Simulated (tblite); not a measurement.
C₇H₁₁P.
SMILES with atom numbers: `[CH2:1]=[CH:2][C:3]1=[CH:4][CH2:5][P:6]([CH3:7])[CH2:8]1` (hydrogens: H9, H10 on C1; H11 on C2; H12 on C4; H13, H14 on C5; H15, H16, H17 on C7; H18, H19 on C8)

Computed with GFN2-xTB (tblite), gas phase: L-BFGS steps from a force-field or distance-geometry start until the largest atomic force falls under 0.01 eV/Å.

Step 1: E = -627.5446 eV
```
atom  x, y, z in Å  |  force x, y, z in eV/Å
C1      2.8972    0.7099   -0.4848    0.419   0.353  -0.137
C2      2.0819   -0.3203   -0.3331   -0.058  -0.390   0.110
C3      0.7463   -0.2779    0.2236    0.113  -0.622  -0.193
C4      0.0099   -1.3928    0.3811    0.544   0.194  -0.066
C5     -1.3507   -1.3044    0.9693    0.358   0.283  -0.175
P6     -1.6558    0.5252    0.9025   -1.153   0.968   0.681
C7     -2.2643    0.6674   -0.8357   -0.050  -0.002  -0.124
C8      0.1214    1.0185    0.6393   -0.258  -0.438  -0.036
H9      2.6357    1.7237   -0.2168   -0.002  -0.144  -0.015
H10     3.8871    0.5653   -0.8998   -0.161   0.113   0.071
H11     2.4319   -1.3086   -0.6169   -0.077   0.056  -0.001
H12     0.3810   -2.3674    0.1331    0.231  -0.258  -0.137
H13    -2.0948   -1.8644    0.3951    0.013   0.074   0.063
H14    -1.3564   -1.6795    2.0007   -0.060   0.105  -0.091
H15    -2.3342    1.7249   -1.0970    0.017  -0.074   0.060
H16    -1.6304    0.1615   -1.5578    0.181  -0.078  -0.035
H17    -3.2645    0.2378   -0.8893    0.002   0.027   0.053
H18     0.1881    1.7971   -0.1297    0.021  -0.123   0.156
H19     0.5609    1.3933    1.5735   -0.079  -0.043  -0.183
```

Step 2: E = -627.6155 eV
```
atom  x, y, z in Å  |  force x, y, z in eV/Å
C1      2.9027    0.7168   -0.4868   -0.199  -0.515  -0.011
C2      2.0860   -0.3285   -0.3314    0.314   0.546   0.039
C3      0.7516   -0.2931    0.2174    0.220   0.363  -0.080
C4      0.0257   -1.3944    0.3789   -0.231  -0.346   0.094
C5     -1.3376   -1.2980    0.9608   -0.103   0.455   0.193
P6     -1.6953    0.5593    0.9255   -0.054  -0.021   0.013
C7     -2.2663    0.6679   -0.8404    0.009  -0.046   0.115
C8      0.1155    1.0030    0.6374   -0.377  -0.084   0.075
H9      2.6362    1.7188   -0.2176   -0.071   0.128   0.053
H10     3.8840    0.5682   -0.8985    0.091   0.096  -0.033
H11     2.4288   -1.3059   -0.6165    0.103  -0.259  -0.099
H12     0.3866   -2.3716    0.1299    0.212  -0.298  -0.124
H13    -2.0948   -1.8625    0.3970    0.177   0.180   0.082
H14    -1.3584   -1.6772    2.0003    0.026   0.184  -0.321
H15    -2.3335    1.7217   -1.0945   -0.023   0.081  -0.074
H16    -1.6247    0.1589   -1.5599    0.099  -0.009   0.164
H17    -3.2639    0.2387   -0.8873   -0.083  -0.004  -0.037
H18     0.1888    1.7947   -0.1259   -0.013  -0.282   0.203
H19     0.5589    1.3927    1.5690   -0.096  -0.169  -0.252
```

Step 3: E = -627.6344 eV
```
atom  x, y, z in Å  |  force x, y, z in eV/Å
C1      2.9017    0.7114   -0.4875    0.164   0.214  -0.030
C2      2.0906   -0.3229   -0.3304   -0.031  -0.207   0.028
C3      0.7554   -0.2914    0.2152   -0.133   0.004   0.033
C4      0.0257   -1.3988    0.3798    0.053   0.017   0.003
C5     -1.3367   -1.2904    0.9621   -0.137   0.334   0.087
P6     -1.7033    0.5651    0.9299    0.085  -0.123  -0.080
C7     -2.2665    0.6673   -0.8397   -0.021   0.007   0.111
C8      0.1091    0.9990    0.6381   -0.288  -0.055   0.058
H9      2.6352    1.7196   -0.2169   -0.026  -0.038   0.007
H10     3.8845    0.5702   -0.8986    0.091   0.079  -0.035
H11     2.4297   -1.3090   -0.6179    0.044  -0.059  -0.037
H12     0.3907   -2.3768    0.1274    0.136  -0.202  -0.078
H13    -2.0924   -1.8596    0.3985    0.173   0.211   0.085
H14    -1.3584   -1.6741    1.9957    0.027   0.165  -0.197
H15    -2.3337    1.7223   -1.0951   -0.023   0.040  -0.074
H16    -1.6223    0.1583   -1.5580    0.079   0.001   0.198
H17    -3.2650    0.2388   -0.8875   -0.065  -0.001  -0.050
H18     0.1887    1.7902   -0.1223   -0.042  -0.231   0.146
H19     0.5571    1.3902    1.5646   -0.088  -0.157  -0.174
```

Step 4: E = -627.6488 eV
```
atom  x, y, z in Å  |  force x, y, z in eV/Å
C1      2.9033    0.7122   -0.4882    0.173   0.179  -0.032
C2      2.0939   -0.3235   -0.3295   -0.106  -0.205   0.026
C3      0.7555   -0.2902    0.2143   -0.187  -0.232   0.041
C4      0.0272   -1.4024    0.3802    0.115   0.163  -0.029
C5     -1.3380   -1.2796    0.9636    0.004   0.149  -0.050
P6     -1.7084    0.5682    0.9321    0.090  -0.114  -0.088
C7     -2.2672    0.6672   -0.8374   -0.052   0.047   0.055
C8      0.0998    0.9947    0.6394   -0.135  -0.072   0.015
H9      2.6343    1.7191   -0.2165   -0.024  -0.025   0.007
H10     3.8868    0.5728   -0.8994    0.074   0.082  -0.027
H11     2.4308   -1.3116   -0.6192    0.029   0.003  -0.011
H12     0.3956   -2.3833    0.1246    0.042  -0.056  -0.016
H13    -2.0876   -1.8538    0.4010    0.094   0.196   0.041
H14    -1.3580   -1.6692    1.9896    0.020   0.140  -0.035
H15    -2.3342    1.7231   -1.0967   -0.020  -0.009  -0.059
H16    -1.6192    0.1578   -1.5532    0.054   0.009   0.215
H17    -3.2667    0.2389   -0.8885   -0.032   0.007  -0.052
H18     0.1879    1.7833   -0.1174   -0.070  -0.136   0.050
H19     0.5544    1.3857    1.5586   -0.068  -0.125  -0.050
```

Question: Estimate the geometry and energy of step 5. (The exact step hangs on the optimiser's Hessian estimate; all steps are aligned on step 4, rigid shifts and turns removed.)

Answer: E = -627.6582 eV, largest force 0.207 eV/Å
```
atom  x, y, z in Å  |  force x, y, z in eV/Å
C1      2.9059    0.7128   -0.4891    0.094   0.108  -0.006
C2      2.0964   -0.3246   -0.3284   -0.122  -0.153   0.009
C3      0.7532   -0.2934    0.2138    0.018  -0.078  -0.010
C4      0.0300   -1.4040    0.3802   -0.006  -0.052  -0.030
C5     -1.3378   -1.2676    0.9632    0.131  -0.056  -0.091
P6     -1.7125    0.5698    0.9330    0.041  -0.053  -0.053
C7     -2.2691    0.6682   -0.8347   -0.067   0.052   0.000
C8      0.0894    0.9887    0.6407    0.049  -0.104  -0.036
H9      2.6329    1.7188   -0.2159   -0.010  -0.037   0.000
H10     3.8906    0.5770   -0.9008    0.041   0.074  -0.013
H11     2.4325   -1.3143   -0.6208    0.013   0.063   0.015
H12     0.4006   -2.3894    0.1219   -0.057   0.104   0.049
H13    -2.0819   -1.8448    0.4040   -0.013   0.141  -0.034
H14    -1.3573   -1.6621    1.9840    0.019   0.126   0.077
H15    -2.3350    1.7234   -1.0992   -0.021  -0.021  -0.046
H16    -1.6152    0.1575   -1.5447    0.034   0.009   0.204
H17    -3.2688    0.2392   -0.8903   -0.009   0.012  -0.050
H18     0.1857    1.7746   -0.1123   -0.089  -0.040  -0.054
H19     0.5506    1.3794    1.5527   -0.047  -0.096   0.071
```

The energy changes by -0.0095 eV. The first-order estimate −F·Δx gives -0.0154 eV and the mean of the old and new forces, exact on a quadratic surface, -0.0094 eV. The step makes an angle of 48° with the force vector and moves no atom by more than 0.012 Å.

The cost below is that of the whole relaxation. The run took 0.76 s wall on an Arm Neoverse N1 with one thread, on a shared host.
